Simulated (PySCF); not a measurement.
# How well do the runs reproduce experiment for RbLi?

**Experimental background.**

From Liu, Meijer, Perez-Rios, Phys. Chem. Chem. Phys. 22 (2020) 24191, for the gas: dipole moment 4 D.

The results are set against them at the end.

Compound: RbLi.
SMILES with atom numbers: `[Li:1][Rb:2]`

Structure used (PBE0-D3(BJ)/def2-SVP), in Å, numbered top down from 1:
```
atom  x, y, z in Å
Li1    1.7923   -0.0422    0.0051
Rb2   -1.7813    0.0122   -0.0178
```

Runs made with PySCF (gas phase, on this PBE0-D3(BJ)/def2-SVP geometry; no spin–orbit coupling):

| level | job | basis functions | wall time |
| --- | --- | --- | --- |
| PBE0-D3(BJ)/def2-SVP, grid level 1 | geometry optimisation from a GFN2-xTB start shaken at random | 33 | 1.4 s |

Hardware: one thread of an Intel Xeon Gold 6455B, on a shared host.

Atoms past Kr carry def2 core potentials in the def2 sets.

Results beside the measurements:

**Dipole moment.** Measured: 4 D (Liu, Meijer, Perez-Rios, Phys. Chem. Chem. Phys. 22 (2020) 24191).

```csv
level,computed (D),computed − measured (D),% (from the printed values)
PBE0-D3(BJ)/def2-SVP,3.61,-0.39,-10
```

The computed dipoles belong to one fixed geometry; measured ones are averaged over vibrations unless marked μe. Magnitudes are compared, not signs.

No measured geometry was used, and the causes of the misses weren't examined.
